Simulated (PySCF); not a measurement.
CH3, doublet, at a GFN2-xTB geometry; B3LYP5/STO-3G (PySCF).

The PySCF input:
```python
from pyscf import gto, scf, dft

mol = gto.Mole()
mol.atom = '''
    C     0.000000   -0.000000    0.000000
    H    -0.028276    1.067041   -0.007283
    H     0.938235   -0.509006    0.007484
    H    -0.909960   -0.558035   -0.000202
'''
mol.basis = 'sto-3g'
mol.charge = 0
mol.spin = 1
mol.verbose = 4
mol.build()

mf = dft.UKS(mol)
mf.xc = 'b3lyp5'
mf.kernel()
```

It wrote (shortened):

```
PySCF version 2.14.0

[INPUT] verbose = 4
[INPUT] num. atoms = 4
[INPUT] num. electrons = 9
[INPUT] charge = 0
[INPUT] spin (= nelec alpha-beta = 2S) = 1
[INPUT] symmetry False subgroup None
[INPUT] Mole.unit = angstrom
[INPUT] Symbol           X                Y                Z      unit          X                Y                Z       unit  Magmom
[INPUT]  1 C      0.000000000000   0.000000000000   0.000000000000 AA    0.000000000000   0.000000000000   0.000000000000 Bohr   0.0
[INPUT]  2 H     -0.028276000000   1.067041000000  -0.007283000000 AA   -0.053433895898   2.016415253682  -0.013762875365 Bohr   0.0
[INPUT]  3 H      0.938235000000  -0.509006000000   0.007484000000 AA    1.773007190481  -0.961881935760   0.014142710316 Bohr   0.0
[INPUT]  4 H     -0.909960000000  -0.558035000000  -0.000202000000 AA   -1.719575184309  -1.054533317922  -0.000381724677 Bohr   0.0

nuclear repulsion = 9.78204593429389
number of shells = 6
number of NR pGTOs = 24
number of NR cGTOs = 8
basis = sto-3g
ecp = {}

******** <class 'pyscf.dft.uks.UKS'> ********
method = UKS
initial guess = minao
damping factor = 0
level_shift factor = 0
DIIS = <class 'pyscf.scf.diis.CDIIS'>
diis_start_cycle = 1
diis_space = 8
diis_damp = 0
SCF conv_tol = 1e-09
SCF conv_tol_grad = None
SCF max_cycles = 50
direct_scf = True
direct_scf_tol = 1e-13
number electrons alpha = 5  beta = 4
XC library pyscf.dft.libxc version 7.1.2
    S. Lehtola, C. Steigemann, M. J. T. Oliveira, and M. A. L. Marques,  SoftwareX 7, 1–5 (2018)
XC functionals = b3lyp5
    P. A. M. Dirac,  Math. Proc. Cambridge Philos. Soc. 26, 376 (1930)
    F. Bloch,  Z. Phys. 57, 545 (1929)
    A. D. Becke,  Phys. Rev. A 38, 3098 (1988)
    C. Lee, W. Yang, and R. G. Parr,  Phys. Rev. B 37, 785 (1988)
    B. Miehlich, A. Savin, H. Stoll, and H. Preuss,  Chem. Phys. Lett. 157, 200 (1989)
    S. H. Vosko, L. Wilk, and M. Nusair,  Can. J. Phys. 58, 1200 (1980)
radial grids:
    Treutler-Ahlrichs [JCP 102, 346 (1995); DOI:10.1063/1.469408] (M4) radial grids

becke partition: Becke, JCP 88, 2547 (1988); DOI:10.1063/1.454033
pruning grids: <function nwchem_prune>
grids dens level: 3
symmetrized grids: False
atomic radii adjust function: <function treutler_atomic_radii_adjust>
small_rho_cutoff = 0
Set gradient conv threshold to 3.16228e-05
tot grids = 43544
init E= -39.1613861105349

cycle= 1 E= -39.3056498478527  delta_E= -0.144  |g|= 0.0783  |ddm|= 1.54
cycle= 2 E= -39.3093199839306  delta_E= -0.00367  |g|= 0.0402  |ddm|= 0.171
cycle= 3 E= -39.31042969347  delta_E= -0.00111  |g|= 0.00612  |ddm|= 0.06
cycle= 4 E= -39.3104831212536  delta_E= -5.34e-05  |g|= 0.000946  |ddm|= 0.0164
cycle= 5 E= -39.3104846331818  delta_E= -1.51e-06  |g|= 1.19e-05  |ddm|= 0.00326
cycle= 6 E= -39.3104846333552  delta_E= -1.73e-10  |g|= 2.52e-07  |ddm|= 3.15e-05
Extra cycle  E= -39.3104846333552  delta_E= -2.84e-14  |g|= 8.55e-08  |ddm|= 5.58e-07
converged SCF energy = -39.3104846333552  <S^2> = 0.75410496  2S+1 = 2.0041008
```
